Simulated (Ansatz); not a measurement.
Consider the homolysis of the B–C bond: `COB(C)N` → `CO[B]N`• + `[CH3]`•.

Computed with Ansatz on PBE0-D4/def2-TZVP structures; ΔE is electronic, products minus reactants. CBS: MP2 limit from def2 TZ/QZ plus the TZ coupled-cluster correction, frozen cores. This one scheme is used for every species. DFT in def2-TZVPP. B3LYP here is the variant with VWN-RPA as its local correlation; programs differ in this. Open shells (•) are unrestricted, without spin–orbit coupling. One conformer a species, not always the lowest.

```tsv
level	ΔE (eV)
revPBE-D4	4.50
B3LYP-D4	4.54
BLYP	4.30
CCSD(T)/def2-SVP	4.62
```

(1) What does CCSD(T)/CBS give? (An estimate is asked.)

Largest T1 diagnostic among the species: 0.014.

Results:

(1) Computed: +4.75 eV. The listed levels differ from it by -0.25, -0.21, -0.45, -0.13 eV.

In def2-TZVPP, CCSD(T) changes the Hartree–Fock value by +1.23 eV (the triples alone add +0.09 eV) and MP2 by +1.34 eV; breaking electron pairs costs correlation energy, which Hartree–Fock lacks. The D4 term adds +0.12 eV with B3LYP and +0.07 eV with PBE0; it sums over pairs of atoms, weighted by their polarisabilities, and B3LYP, whose exchange is more repulsive, gets the larger term. From BLYP to BHLYP (50 % exact exchange), in def2-TZVPP and without D4, ΔE moves by +0.13 eV.

CCSD(T)/CBS has its own doubt, a few kJ/mol and more with outer-core shells, so smaller differences from it don't rank the levels.
